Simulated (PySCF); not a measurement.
Potential energy of In2 along the bond

Set-up: PySCF, scalar-relativistic core potentials, basis sets In cc-pVTZ-PP with ECP28. Energies in eV from In + In in their ground configurations at the same level. All curves are PBE0. state 1: ³Πu (triplet), unpaired electrons σ ↑, π ↑; state 2: Ms = 0 determinant of mixed spin (⟨S²⟩ near 1.0), unpaired electrons σ ↓, π ↑, a second solution, started from another occupation; state 3: ³Σg⁻ (triplet), unpaired electrons π ↑↑, a second solution, started from another occupation; state 4: Ms = 0 determinant of mixed spin (⟨S²⟩ near 1.0), unpaired electrons π ↑↓, a mixture of terms (⟨Lz²⟩ = 2.0), a second solution, started from another occupation.

| R (Å) | state 1 | state 2 | state 3 | state 4 |
| --- | --- | --- | --- | --- |
| 2.625 | -0.893 | -0.737 | -1.019 | -0.8500 |
| 2.747 | -1.111 | -0.953 | -1.082 | -0.9192 |
| 2.869 | -1.226 | -1.066 | -1.071 | -0.9128 |
| 2.960 | -1.266 | -1.104 | -1.030 | -0.8760 |
| 3.052 | -1.276 | -1.113 | -0.972 | -0.8213 |
| 3.144 | -1.264 | -1.100 | -0.902 | -0.7551 |
| 3.266 | -1.222 | -1.057 | -0.799 | -0.6568 |
| 3.418 | -1.144 | -0.978 | -0.665 | -0.5275 |
| 3.601 | -1.027 | -0.862 | -0.507 | -0.3747 |
| 3.845 | -0.855 | -0.694 | -0.315 | -0.1874 |

Problem. Put a parabola through the three lowest points of the state 1 curve and estimate Re, k and ωe (reduced mass 57.45 u; 1 eV/Å² = 0.16022 mdyn/Å; ωe = 1302.8·√(k/μ) cm⁻¹).

Solution. Through R = 2.96, 3.052, 3.144 Å the second-order coefficient is 1.30 eV/Å², so Re ≈ 3.048 Å, k ≈ 0.416 mdyn/Å and ωe ≈ 111 cm⁻¹. A polynomial fit of higher order to the unrounded PBE0 energies gives Re = 3.043 Å, k = 0.435 mdyn/Å, ωe = 113 cm⁻¹; anharmonicity and rounding make the difference.

The higher-order fit for each curve: state 1: Re = 3.043 Å, ωe = 113 cm⁻¹, De = 1.28 eV; state 2: Re = 3.038 Å, ωe = 114 cm⁻¹, minimum 1.11 eV below the ground-state fragments; state 3: Re = 2.782 Å, ωe = 144 cm⁻¹, minimum 1.09 eV below the ground-state fragments; state 4: Re = 2.793 Å, ωe = 141 cm⁻¹, minimum 0.92 eV below the ground-state fragments.

Closed-shell solutions of metal pairs were not tested for spin polarisation, which can lower them a little. Spin–orbit coupling is left out, which matters for elements this heavy, above all for dissociation energies. The state is the lowest determinant that a PBE0 search found; another state may lie lower at other levels.
